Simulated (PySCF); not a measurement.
Compound: C₂H₉BN₂.
Bonds: C1–N2, N2–C3, N2–B4, B4–N5. Hydrogens: H6, H7, H8 on C1; H9, H10, H11 on C3; H12 on B4; H13, H14 on N5.

Computed by this run: PySCF 2.14.0, PBE0-D3(BJ)/def2-SVP geometry optimisation, gas phase; density fitting, grid level 1; the optimiser is geomeTRIC in internal coordinates, started from a GFN2-xTB structure with every atom displaced at random (about 0.01 Å).

Geometry at step 0:
```
atom  x, y, z in Å
C1     -1.3374   -1.0690    0.0083
N2     -0.2580   -0.1617    0.2683
C3     -0.7021    1.0233    0.9650
B4      1.0971   -0.4450   -0.1308
N5      2.1463    0.4009    0.1090
H6     -1.0123   -1.9185   -0.5311
H7     -2.1099   -0.5452   -0.6067
H8     -1.8185   -1.3590    0.9340
H9     -1.4235    1.5872    0.4029
H10    -1.1500    0.7571    1.9412
H11     0.1514    1.6790    1.1820
H12     1.2789   -1.4522   -0.6884
H13     3.0538    0.1935   -0.1815
H14     2.0772    1.2943    0.5999
```

Task: What forces act on the atoms?

Result: 
```
atom  Fx (eV/Å)  Fy (eV/Å)  Fz (eV/Å)
  C1     -0.466      1.923     -0.186
  N2      0.567      0.068     -0.069
  C3      1.241     -0.904      0.566
  B4     -2.363      0.187      0.520
  N5     -0.153      1.915      1.060
  H6      0.522     -1.277     -0.674
  H7      0.041     -0.324      0.131
  H8     -0.414     -0.434      0.622
  H9     -0.769      0.543     -0.599
 H10     -0.106      0.064      0.001
 H11     -0.020      0.116     -0.003
 H12      0.237     -1.040     -0.585
 H13      1.675     -0.384     -0.523
 H14      0.009     -0.453     -0.262
```

The largest, 2.43 eV/Å, acts on B4; the rms over all components is 0.804 eV/Å. The forces sum to zero within rounding, as they must for an isolated molecule in no field.

Task: Give the force on B4 in Eh/bohr and in nN.

Result: 2.427 eV/Å ÷ 51.422 = 0.04720 Eh/bohr, and 2.427 eV/Å × 1.602 = 3.89 nN.

Task: How far is this geometry from the end of the optimisation?

Result: 0.191 eV above it, and 0.039 Å rms away after alignment. The bonds farthest from their final lengths, with half the difference of the two atoms' forces along the bond (positive lengthens):

```tsv
bond	now (Å)	final (Å)	force along bond (eV/Å)
B4–H12	1.165	1.213	+1.00
B4–N5	1.369	1.412	+1.43
C1–H6	1.057	1.098	+1.56
N5–H13	0.975	1.008	+1.33
C3–H9	1.074	1.107	+1.36
C1–H8	1.083	1.107	+0.65
```

The angle farthest from its final value is N2–C1–H7, 108.9° against 111.8°.

Of the 6 listed bonds off by 0.010 Å or more, this force points towards the final length in 6.

What follows is the cost of the whole optimisation. Hardware: one thread of an Arm Neoverse V1, no GPU (shared host). Cost: 46 s of wall time, 0.48 GiB resident at most.
